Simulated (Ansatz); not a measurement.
## CH4ClGe (SMILES [CH3][GeH][Cl]): name the method

The species is CH4ClGe (7 atoms), meant as a doublet with charge 0. As SMILES, `[CH3][GeH][Cl]`. Geometry: relaxed at PBE0-D4/def2-TZVP.

```xyz
7

C    -0.7331    0.4384   -0.2619
Ge    0.7054   -0.8855   -0.1831
Cl    1.0170   -1.3617    1.9095
H    -0.4334    1.3145    0.3173
H    -1.6462    0.0214    0.1608
H    -0.9099    0.7294   -1.2982
H     2.0614   -0.3245   -0.6901
```

Orbital energies are those of the mean-field step.

A calculation with Ansatz 0.2.0 gave:

The total energy is -2576.8239 Eh and the HOMO energy is -6.18 eV. The LUMO energy is -2.86 eV. The ⟨S²⟩ is 0.752.

Question: Which of these levels gave the numbers?
A. B3LYP/6-31G* (Cartesian functions)
B. CCSD/def2-SVP
C. BLYP/def2-SVP
D. PBE0/def2-SVP

Answer: D. The others give -2577.3012 Eh (BLYP/def2-SVP), -2575.1649 Eh (CCSD/def2-SVP), -2577.4864 Eh (B3LYP/6-31G* (Cartesian functions)).
